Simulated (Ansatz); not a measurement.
System: BHCl₂, charge 0, singlet. BHCl2 (SMILES ClBCl).
B3LYP-D3(BJ)/def2-TZVP minimum from Ansatz (a quantum-chemistry and plane-wave program):
```
B
H 1 1.1816
Cl 1 1.7421 2 119.57
Cl 1 1.7421 2 119.57 3 -180.00
```

Wanted: atomisation energy (electronic, to ground-state atoms), in kcal/mol. Radicals and triplets start from unrestricted determinants; spin-orbit coupling is neglected. CBS(X,Y): correlation extrapolated as X^-3, Hartree-Fock from the larger set (Q,5: extrapolated as (X+1)exp(-9√X)). A bracket is a step between two methods taken in the basis named. Functionals run without relativity, which enters their misses. Double hybrids freeze cores in their MP2 part. '+ core + X2C': CCSD(T) terms for core correlation (cc-pwCVTZ, 1s frozen past Ne) and scalar relativity (cc-pVTZ-DK). Where a partner has so few electrons that a lower coupled-cluster level is exact, that level stands in.

CCSD(T)/CBS(cc-pV(Q+d)Z,cc-pV(5+d)Z) + [CCSDT(Q) - CCSD(T)]/cc-pV(T+d)Z + core + X2C (Ansatz) gives 314.4 kcal/mol.

How far off this value is PBE/def2-TZVPD (Ansatz), in which direction, and which of these levels come nearer: r2SCAN/def2-TZVPD, B3LYP/def2-TZVPD, PBE0/def2-TZVPD, wB97M-V/def2-TZVPD, B2PLYP/def2-TZVPD, CCSD(T)/CBS(cc-pV(Q+d)Z,cc-pV(5+d)Z) + core + X2C?

PBE gives 321.0 kcal/mol, 6.6 kcal/mol above it. Differences of the others: r2SCAN/def2-TZVPD (Ansatz) 5.1; B3LYP/def2-TZVPD (Ansatz) -5.8; PBE0/def2-TZVPD (Ansatz) 2.3; wB97M-V/def2-TZVPD (Ansatz) 2.7; B2PLYP/def2-TZVPD (Ansatz) -4.2; CCSD(T)/CBS(cc-pV(Q+d)Z,cc-pV(5+d)Z) + core + X2C (Ansatz) 0.0 kcal/mol. Nearer than PBE: r2SCAN/def2-TZVPD, B3LYP/def2-TZVPD, PBE0/def2-TZVPD, wB97M-V/def2-TZVPD, B2PLYP/def2-TZVPD, CCSD(T)/CBS(cc-pV(Q+d)Z,cc-pV(5+d)Z) + core + X2C.
